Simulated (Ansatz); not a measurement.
`C[Si](C)(C)[Si](C)(C)[Si](C)(C)[Si](C)(C)[Si](C)(C)[Si](C)(C)[Si](C)(C)[Si](C)(C)[Si](C)(C)C`, relaxed as a singlet with RKS PBE-D4/def2-SVP in Ansatz, starting from the GFN2-xTB geometry. Force threshold 0.03 eV/Å.

Single mean-field runs in def2-SVP are fitted with def2-universal-jkfit.

Start:

Cartesian coordinates in Å:
```
C -4.649 1.616 1.792
Si -5.003 2.539 0.156
C -6.874 2.965 0.149
C -4.708 1.293 -1.265
Si -3.601 4.426 -0.042
C -4.275 5.507 -1.487
C -3.808 5.496 1.540
Si -1.279 4.042 -0.382
C -1.134 2.964 -1.961
C -0.420 5.698 -0.857
Si 0.028 2.929 1.253
C -0.875 3.159 2.937
C 1.708 3.832 1.492
Si 0.537 0.624 0.926
C 1.384 -0.011 2.532
C -1.135 -0.315 0.875
Si 1.840 -0.187 -0.872
C 0.701 -0.510 -2.382
C 3.001 1.243 -1.432
Si 3.104 -2.190 -0.573
C 4.405 -1.852 0.797
C 4.151 -2.525 -2.153
Si 1.989 -4.219 -0.078
C 0.429 -4.296 -1.193
C 1.307 -4.104 1.712
Si 3.153 -6.265 -0.293
C 4.870 -6.114 0.538
C 2.263 -7.776 0.489
C 3.450 -6.681 -2.137
H -3.625 1.258 1.823
H -5.299 0.754 1.919
H -4.797 2.263 2.651
H -7.494 2.080 0.275
H -7.119 3.652 0.954
H -7.165 3.438 -0.784
H -3.704 0.882 -1.226
H -5.400 0.458 -1.219
H -4.828 1.764 -2.235
H -5.323 5.762 -1.354
H -4.187 4.978 -2.431
H -3.725 6.438 -1.582
H -3.500 4.942 2.420
H -3.212 6.402 1.499
H -4.841 5.795 1.690
H -1.545 1.975 -1.792
H -0.101 2.839 -2.270
H -1.671 3.400 -2.797
H 0.629 5.552 -1.099
H -0.470 6.414 -0.043
H -0.890 6.156 -1.723
H -0.300 2.736 3.755
H -1.038 4.208 3.165
H -1.844 2.670 2.931
H 2.314 3.780 0.594
H 1.561 4.882 1.726
H 2.288 3.399 2.302
H 2.358 0.449 2.666
H 1.528 -1.087 2.525
H 0.789 0.230 3.408
H -0.989 -1.385 0.758
H -1.753 0.020 0.048
H -1.703 -0.168 1.788
H -0.089 -1.209 -2.130
H 0.228 0.401 -2.734
H 1.253 -0.930 -3.216
H 3.556 0.971 -2.325
H 3.724 1.486 -0.660
H 2.446 2.149 -1.659
H 5.012 -0.981 0.567
H 5.078 -2.694 0.919
H 3.930 -1.674 1.755
H 4.743 -1.657 -2.430
H 4.839 -3.354 -2.012
H 3.515 -2.768 -2.998
H -0.153 -5.193 -1.006
H -0.226 -3.446 -1.026
H 0.699 -4.297 -2.244
H 0.640 -3.256 1.832
H 0.749 -4.994 1.986
H 2.113 -3.993 2.430
H 4.779 -5.876 1.593
H 5.460 -5.328 0.077
H 5.440 -7.035 0.461
H 2.834 -8.693 0.363
H 1.288 -7.935 0.038
H 2.109 -7.632 1.554
H 4.043 -7.583 -2.259
H 3.977 -5.875 -2.639
H 2.514 -6.832 -2.664
```

Q: Estimate the energy that the relaxation releases and the steps that it takes.

A: 102.9 kJ/mol, in 7 steps; 37 s on 4 threads of AMD EPYC 7R13 on a shared host and a share (37 GiB) of an NVIDIA H100 80GB HBM3. The force fell under the threshold at step 4, but the optimiser went on and released 0.020 eV more. No frequencies were taken in this run, so the end may be a saddle point.

Q: Does the start keep its bonding?

A: By distances, no bond broke or formed. The bond that changes most is C9–H47, from 1.09 to 1.11 Å (atoms count from 1).

Q: Predict the relaxed structure.

A: 
Cartesian coordinates in Å:
```
C -4.479 1.472 1.836
Si -4.802 2.375 0.195
C -6.611 2.969 0.173
C -4.539 1.165 -1.249
Si -3.422 4.275 -0.036
C -4.100 5.291 -1.511
C -3.561 5.353 1.535
Si -1.158 3.819 -0.525
C -1.066 2.868 -2.177
C -0.308 5.516 -0.788
Si 0.011 2.722 1.217
C -0.897 2.980 2.881
C 1.723 3.560 1.392
Si 0.403 0.402 0.951
C 1.331 -0.102 2.548
C -1.220 -0.600 0.858
Si 1.721 -0.151 -0.934
C 0.623 -0.541 -2.447
C 2.903 1.279 -1.399
Si 3.036 -2.071 -0.515
C 4.306 -1.737 0.873
C 4.012 -2.424 -2.124
Si 1.751 -3.983 0.012
C 0.229 -4.132 -1.135
C 1.149 -3.941 1.826
Si 3.082 -5.912 -0.286
C 4.781 -5.697 0.541
C 2.199 -7.404 0.503
C 3.323 -6.264 -2.140
H -3.450 1.063 1.869
H -5.185 0.624 1.962
H -4.607 2.153 2.702
H -7.311 2.115 0.288
H -6.808 3.684 0.998
H -6.854 3.481 -0.782
H -3.519 0.729 -1.225
H -5.266 0.327 -1.198
H -4.668 1.669 -2.229
H -5.156 5.583 -1.337
H -4.058 4.708 -2.454
H -3.510 6.220 -1.658
H -3.238 4.798 2.438
H -2.930 6.263 1.448
H -4.610 5.682 1.690
H -1.541 1.870 -2.097
H -0.012 2.724 -2.495
H -1.589 3.432 -2.977
H 0.761 5.386 -1.058
H -0.352 6.135 0.131
H -0.802 6.081 -1.605
H -0.332 2.506 3.710
H -0.991 4.062 3.110
H -1.916 2.544 2.864
H 2.311 3.495 0.456
H 1.603 4.634 1.647
H 2.314 3.082 2.201
H 2.298 0.434 2.634
H 1.542 -1.190 2.563
H 0.726 0.141 3.446
H -1.008 -1.682 0.733
H -1.846 -0.277 0.002
H -1.817 -0.478 1.785
H -0.098 -1.352 -2.222
H 0.052 0.349 -2.774
H 1.252 -0.875 -3.299
H 3.535 0.997 -2.267
H 3.575 1.537 -0.556
H 2.333 2.191 -1.674
H 4.935 -0.858 0.621
H 4.977 -2.610 1.008
H 3.809 -1.534 1.842
H 4.583 -1.526 -2.441
H 4.737 -3.251 -1.976
H 3.334 -2.708 -2.955
H -0.299 -5.093 -0.963
H -0.495 -3.311 -0.952
H 0.526 -4.093 -2.203
H 0.437 -3.109 2.001
H 0.631 -4.888 2.082
H 1.998 -3.818 2.528
H 4.677 -5.446 1.617
H 5.361 -4.883 0.059
H 5.380 -6.630 0.466
H 2.788 -8.335 0.359
H 1.199 -7.562 0.049
H 2.058 -7.256 1.593
H 3.925 -7.185 -2.292
H 3.845 -5.428 -2.647
H 2.347 -6.410 -2.646
```
Bond lengths: 20 × C–Si 1.90 to 1.92 Å; 8 × Si–Si 2.36 to 2.37 Å; 60 × C–H 1.11 Å.
